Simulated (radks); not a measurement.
The numbers below are computed, except where a source is named.
Effect of the nuclear size on neutral silver, [Kr] 4d10 5s1. Code: a radial shooting solver on a logarithmic mesh with Libxc functionals. Model: Dirac Kohn-Sham, exchange-only LDA, spin-unpolarised, spherical densities, finite nucleus; Fermi nuclear charge, rms radius 4.5454 fm. The rms radius is varied about that value; shifts are against it.

| rms radius (fm) | total energy shift (eV) | density at nucleus (e/bohr^3) | 1s1/2 shift (meV) | 2s1/2 shift (meV) | 3p1/2 shift (meV) | 4s1/2 shift (meV) | 4p1/2 shift (meV) | 5s1/2 shift (meV) |
|---|---|---|---|---|---|---|---|---|
| 3.7181 | -0.935 | 1.491e+05 | -394 | -44.0 | 0.496 | -1.55 | 0.094 | -0.077 |
| 4.1954 | -0.416 | 1.467e+05 | -175 | -19.5 | 0.220 | -0.689 | 0.042 | -0.034 |
| 4.5454 | 0 | 1.451e+05 | 0.000 | 0.000 | 0.000 | 0.000 | 0.000 | 0.000 |
| 4.6999 | 0.193 | 1.444e+05 | 81.1 | 9.06 | -0.102 | 0.319 | -0.019 | 0.016 |
| 5.1408 | 0.773 | 1.427e+05 | 325 | 36.3 | -0.409 | 1.28 | -0.077 | 0.064 |

Slopes of the eigenvalues against <r^2> in GHz/fm^2, as finite differences over the two radii next to the reference (eigenvalue slopes, not the field-shift constants of lines): 1s1/2 13800, 2s1/2 1540, 3p1/2 -17.4, 4s1/2 54.4, 4p1/2 -3.28, 5s1/2 2.70.
